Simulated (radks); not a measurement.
Er IX, 60 electrons, occupied as [Kr] 4d10 4f10 5s2 5p2 (the NIST ground configuration).

Calculated with a radial shooting solver on a logarithmic mesh with Libxc functionals: scalar-relativistic Kohn-Sham, SCAN, spin-unpolarised, spherical densities, finite nucleus; meta-GGA in the generalised Kohn-Sham scheme; Fermi nuclear charge, rms radius 5.2516 fm.

Energy parts (eV):
part                      energy
total                 -355609.64
kinetic                385536.02
electron-nucleus      -864868.32
Hartree                131181.69
exchange-correlation    -7459.02

Orbitals (lengths in bohr, moments of r in powers of bohr; <r^-3> diverges for s and p1/2):
[
 {"orbital": "1s", "occ.": "2", "eigenvalue (eV)": "-57575.77", "<r^-3>": "-"},
 {"orbital": "2s", "occ.": "2", "eigenvalue (eV)": "-9806.138", "<r^-3>": "-"},
 {"orbital": "2p", "occ.": "6", "eigenvalue (eV)": "-8684.579", "<r^-3>": "14330"},
 {"orbital": "3s", "occ.": "2", "eigenvalue (eV)": "-2309.681", "<r^-3>": "-"},
 {"orbital": "3p", "occ.": "6", "eigenvalue (eV)": "-1966.098", "<r^-3>": "3093"},
 {"orbital": "3d", "occ.": "10", "eigenvalue (eV)": "-1536.017", "<r^-3>": "409.1"},
 {"orbital": "4s", "occ.": "2", "eigenvalue (eV)": "-564.5659", "<r^-3>": "-"},
 {"orbital": "4p", "occ.": "6", "eigenvalue (eV)": "-450.7135", "<r^-3>": "697.9"},
 {"orbital": "4d", "occ.": "10", "eigenvalue (eV)": "-297.6252", "<r^-3>": "78.61"},
 {"orbital": "4f", "occ.": "10", "eigenvalue (eV)": "-129.1298", "<r^-3>": "12.53"},
 {"orbital": "5s", "occ.": "2", "eigenvalue (eV)": "-169.0976", "<r^-3>": "-"},
 {"orbital": "5p", "occ.": "2", "eigenvalue (eV)": "-137.4239", "<r^-3>": "127.9"}
]

The highest occupied level is 4f at -129.13 eV. For comparison, the ionisation energy in NIST's Atomic Spectra Database is 158 eV (theoretical). In exact Kohn-Sham theory the highest level is minus the ionisation energy, but local and semilocal functionals leave it too shallow, through self-interaction and a potential that decays too fast; potentials with the right tail come closer. Summed over all electrons, <r^2> = 19.80 bohr^2, which gives a Langevin (diamagnetic) susceptibility term of -15.7 x 10^-6 cm^3/mol.

Beside tabulated values, note that spin-unpolarised runs miss the spin-polarisation part of the exchange energy of open shells.

Empty levels of this run are not shown, since the potential may be unsettled where no density lies.
